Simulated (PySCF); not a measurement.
**Correlation energy of Rb (rubidium, neutral)**

Starting occupation: [Kr] 5s1, 5s1/2 with m_j = +1/2. All numbers are calculated (PySCF 2.14, X2C-1e with screened-nucleus spin-orbit coupling, Gaussian nucleus, in x2c-SVPall-2c with one added diffuse shell each of s, d type (7s7p7d1f, 70 functions)). Frozen: [Ar] 3d10; 9 electrons correlated; the 6 highest virtual spinors left out.

MP2 pair energies summed by pair of shells (mhartree):

```csv
pair,energy,share (%)
4p3/2-4p3/2,-40.98,35.5
4p1/2-4p3/2,-39.16,34.0
4p1/2-4p1/2,-10.59,9.2
4p3/2-4s1/2,-9.19,8.0
4p1/2-4s1/2,-4.57,4.0
4p3/2-5s1/2,-4.32,3.7
4s1/2-4s1/2,-4.12,3.6
4p1/2-5s1/2,-2.06,1.8
4s1/2-5s1/2,-0.36,0.3
```

Total MP2 correlation energy: -115.36 mhartree.

This basis was not built for core-valence correlation, so the inner-shell part is incomplete.
